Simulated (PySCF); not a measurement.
A structure optimised at B3LYP-D3(BJ)/def2-SVP, used in a PySCF frequency run:

```xyz
7

B      0.6641    -1.4036     0.0000
H      1.8609    -1.5197     0.0000
I     -0.0339     0.6245     0.0000
C     -0.3074    -2.6151     0.0000
H     -0.0801    -3.2502     0.8774
H     -0.0801    -3.2502    -0.8774
H     -1.3781    -2.3710     0.0000
```

### Question
Write its SMILES, formula and point group.

### Answer
CBI, CH4BI, Cs

### Question
What are its rotational constants (standard atomic weights)?

### Answer
38.899, 2.7983, 2.6531 GHz
